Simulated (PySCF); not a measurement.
(Z)-1-bromobut-1-en-3-yne (C₄H₃Br), SMILES C#C/C=C\Br.

The structure is a stationary point at B3LYP-D3(BJ)/def2-SVP.

Two levels are set side by side: PBE/def2-TZVP (PySCF) and r2SCAN/def2-TZVP (PySCF). Same geometry, gas phase. Differences are taken from unrounded values.

```csv
quantity,r2SCAN
orbital gap (eV),4.09
highest occupied level (eV),-6.21
lowest empty level (eV),-2.12
dipole moment (D),1.12
mean polarisability (bohr³),68.1
```

Question: What does PBE give, and how far is it from r2SCAN? (The exact figures need the calculation; the answer reports its results.)

Answer: 
```csv
quantity,PBE,PBE minus r2SCAN
orbital gap (eV),3.77,-0.32
highest occupied level (eV),-6.02,0.19
lowest empty level (eV),-2.25,-0.13
dipole moment (D),1.03,-0.10
mean polarisability (bohr³),69.1,1.0
```

Rough cost on one machine, each run with all the roots and properties that it gave: r2SCAN against PBE about 3 times.
